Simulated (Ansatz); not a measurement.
Al(F)(OMe)(SiH3) (CH6AlFOSi), SMILES C[O][Al]([F])[SiH3]. Atoms are numbered in the order given.

```xyz
11

Al    -0.1132     0.1094    -0.0913
F     -1.7407     0.3668    -0.3712
O      0.7036    -1.0291    -1.0316
C      0.5116    -1.9380    -2.0777
H      0.7692    -2.9613    -1.7505
H     -0.5315    -1.9508    -2.4440
H      1.1679    -1.6878    -2.9304
Si     1.0674     1.3571     1.6227
H      1.2101     2.7896     1.2189
H      2.4321     0.7952     1.8461
H      0.3209     1.3217     2.9166
```
Charge 0, spin multiplicity 1.

Geometry: B3LYP-D3(BJ)/def2-SVP. The structure was generated by enumeration; whether it is a known compound was not checked. The values are those of a single conformer.

Two levels are set side by side: PBE-D3(BJ)/def2-SVP (Ansatz, a program for electronic structure) and B3LYP-D3(BJ)/def2-SVP (Ansatz). Each level has its own optimised geometry; the coordinates shown are those of the second. Differences are taken from unrounded values.

```
quantity              B3LYP-D3(BJ)
--------------------  ------------
mean bond length (Å)         1.498
bond Al1–F2 (Å)              1.671
bond Al1–O3 (Å)              1.687
bond Al1–Si8 (Å)             2.427
bond O3–C4 (Å)               1.399
bond C4–H5 (Å)               1.105
bond C4–H6 (Å)               1.106
bond C4–H7 (Å)               1.105
bond Si8–H9 (Å)              1.495
bond Si8–H10 (Å)             1.493
bond Si8–H11 (Å)             1.494
```

Task: What does PBE-D3(BJ) give, and how far is it from B3LYP-D3(BJ)? (The exact figures need the calculation; the answer reports its results.)

Result: 
| quantity | PBE-D3(BJ) | PBE-D3(BJ) minus B3LYP-D3(BJ) |
|---|---|---|
| mean bond length (Å) | 1.508 | 0.010 |
| bond Al1–F2 (Å) | 1.684 | 0.012 |
| bond Al1–O3 (Å) | 1.703 | 0.016 |
| bond Al1–Si8 (Å) | 2.430 | 0.003 |
| bond O3–C4 (Å) | 1.404 | 0.005 |
| bond C4–H5 (Å) | 1.113 | 0.008 |
| bond C4–H6 (Å) | 1.114 | 0.008 |
| bond C4–H7 (Å) | 1.113 | 0.008 |
| bond Si8–H9 (Å) | 1.507 | 0.012 |
| bond Si8–H10 (Å) | 1.505 | 0.012 |
| bond Si8–H11 (Å) | 1.507 | 0.013 |

Exact exchange shortens and stiffens bonds; PBE has none. Differences between two approximate levels are no errors against the true value.
